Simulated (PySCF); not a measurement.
Stepwise substitution at one centre (Ga NH2-H). Isolated molecules, 0 K electronic values unless said otherwise. One relaxed conformer stands for each flexible species; it need not be the lowest. Strings in code marks are SMILES.

The T1 excitation (TDA) from two functionals at the same geometries (PBE0-D3(BJ)/def2-TZVP), both in PySCF: PBE-D3(BJ)/def2-TZVP and PBE0-D3(BJ)/def2-TZVP. Excitations are Tamm–Dancoff values on a coarser integration grid. The basis has no diffuse functions, so Rydberg states are missing or too high.

```json
[
 {"species": "0 of 3 NH2 replaced by H", "PBE-D3(BJ)/def2-TZVP (eV)": "4.48", "PBE0-D3(BJ)/def2-TZVP (eV)": "5.17"},
 {"species": "1 of 3 NH2 replaced by H (`[NH2][GaH][NH2]`)", "PBE-D3(BJ)/def2-TZVP (eV)": "4.57", "PBE0-D3(BJ)/def2-TZVP (eV)": "5.11"},
 {"species": "2 of 3 NH2 replaced by H", "PBE-D3(BJ)/def2-TZVP (eV)": "4.15", "PBE0-D3(BJ)/def2-TZVP (eV)": "4.59"}
]
```

Over these rows, drawn at random from the members with no instability flagged (it was tested for open shells, ions and some series alone), PBE minus PBE0-D3(BJ): mean -0.55 eV, from -0.68 eV to -0.43 eV.
